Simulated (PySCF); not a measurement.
**Excitation energies in several basis sets**

CH8OSSi2.
SMILES: `CS[SiH2]O[SiH3]`

TDDFT with PBE0 (PySCF), vertical singlets, core orbitals frozen in the response, spherical d and f functions. Geometry: PBE0-D3(BJ)/def2-SVP, one conformer, isolated molecule.

```tsv
basis	functions	diffuse	S1 (eV)	S2 (eV)	S3 (eV)	S4 (eV)	S5 (eV)	LUMO (eV)	α (au)
6-31G*	98	no	6.06	6.53	6.85	7.23	7.40	0.21	71.1
6-31+G*	118	yes	5.71	6.13	6.31	6.63	6.94	-0.32	80.7
def2-SVP	122	no	6.15	6.65	7.04	7.36	7.53	0.31	74.4
def2-SVPD	182	yes	5.78	6.20	6.40	6.89	7.06	-0.17	89.6
aug-cc-pVDZ	199	yes	5.63	6.03	6.15	6.44	6.71	-0.37	91.0
def2-TZVP	221	no	5.76	6.22	6.64	7.02	7.20	-0.13	84.4
def2-TZVPD	281	yes	5.59	6.05	6.25	6.65	6.87	-0.35	90.6
```

Problem. Compare the sets with the largest diffuse one.

Solution. States are compared by their number. Against the largest diffuse basis here (def2-TZVPD, itself not a converged limit), sets without diffuse functions differ by up to 0.56 eV in S1 and 0.66 eV in S5; the smaller diffuse sets differ by up to 0.19 and 0.18 eV. State by state, the largest deviation of a set without diffuse functions is S1 0.56, S2 0.61, S3 0.79, S4 0.71, S5 0.66 eV. The same number needn't mean the same state in each row. Against def2-TZVPD the polarisability deviates by -22% in 6-31G*, -11% in 6-31+G*, -18% in def2-SVP, -1% in def2-SVPD, +1% in aug-cc-pVDZ, -7% in def2-TZVP. A single + in a Pople set puts diffuse functions on heavy atoms only.

Without π bonds the low states are Rydberg-like; a valence basis with one diffuse set may place them up to an eV too high.
